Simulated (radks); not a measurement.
Values are calculated unless marked as measured or tabulated.
Neutral selenium inside a hard spherical wall (all orbitals vanish at R), configuration held at [Ar] 3d10 4s2 4p4 and not refilled when levels cross. Level of theory: non-relativistic Kohn-Sham, r2SCAN, spin-polarised, spherical densities, point nucleus; open shells are filled with parallel spins first; meta-GGA in the generalised Kohn-Sham scheme (a radial shooting solver on a logarithmic mesh with Libxc functionals). Eigenvalues in eV for spin up, with the zero of energy where the potential of the charges vanishes at infinity; a dash marks a level that is unbound or too diffuse for the functional's potential to be trusted. A positive occupied level is held by the wall or, in an anion where self-interaction has pushed it up, behind a barrier. The pressure on the wall is -dE/dV.

R (bohr)  E (hartree)  kinetic (hartree)    e(3p)    e(3d)    e(4s)   e(4p)  e(5s, empty)  e(5p, empty)  pressure (GPa)
free      -2401.51801           2400.075  -155.16  -55.560  -18.201  -7.552             -             -               0
20        -2401.51801           2400.075  -155.16  -55.560  -18.201  -7.552             -             -        < 0.0001
12        -2401.51800           2400.075  -155.16  -55.559  -18.201  -7.552         0.411         1.692        < 0.0001
8         -2401.51721           2400.083  -155.10  -55.498  -18.151  -7.504         1.852         4.664          0.0417
7         -2401.51467           2400.105  -154.96  -55.360  -18.045  -7.398         3.032         6.709           0.230
5         -2401.45555           2400.479  -153.25  -53.668  -16.832  -6.044        10.769        17.502            8.84
4         -2401.22646           2401.617  -149.53  -50.006  -14.159  -2.793        24.659        34.170            68.0
2.5       -2397.83534           2413.539  -128.42  -29.367    8.084  24.260        119.15        136.09            2600
2         -2391.54682           2432.796  -108.31   -9.356   41.423  62.344        233.97        253.55           12600
